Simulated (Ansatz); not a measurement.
ClF2Ga, SMILES `[F][Ga]([F])[Cl]`, relaxed with RKS PBE-D4/def2-SVP in the Gaussian-basis code of Ansatz from a rough embedded geometry. The force threshold is 0.03 eV/Å; the program also tests the step.

Charge 0, multiplicity 1.

Start:

```xyz
4

F    -1.172   -1.004    0.945
Ga    0.257   -0.016    0.048
F     0.947   -1.114   -1.043
Cl   -0.033    2.134    0.050
```

By how much does the energy fall, and how many steps does the optimiser take? (An estimate is asked.)

The calculation gave: 63.97 kJ/mol, in 3 steps.

Which bonds change most? (An estimate is asked.)

Ansatz gave: F1–Ga2 from 1.956 to 1.750 Å; Ga2–F3 from 1.694 to 1.750 Å; Ga2–Cl4 from 2.170 to 2.124 Å.

Give the relaxed structure. (Best estimate.)

The calculation gave: 
```xyz
4

F    -1.128   -0.969    0.995
Ga   -0.002   -0.074   -0.002
F     1.061   -1.005   -1.033
Cl    0.068    2.048    0.040
```
